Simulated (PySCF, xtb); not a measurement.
Si(Br)(SiH3) (BrH3Si2), SMILES [SiH3][Si]Br (connectivity only; charge and spin as stated), neutral, multiplicity 1.

GFN2-xTB (xtb 6.7.1) at its own geometry gives an orbital gap of 1.65 eV and a dipole moment of 3.97 D.

The structure is a stationary point at r2SCAN-D4/def2-SVP.

Problem. What does PBE/def2-TZVPD (PySCF) give? (An estimate is asked for; the answer gives what the named calculation found.)

Solution. gap 1.41 eV (levels -5.57 and -4.16 eV), dipole 0.74 D.
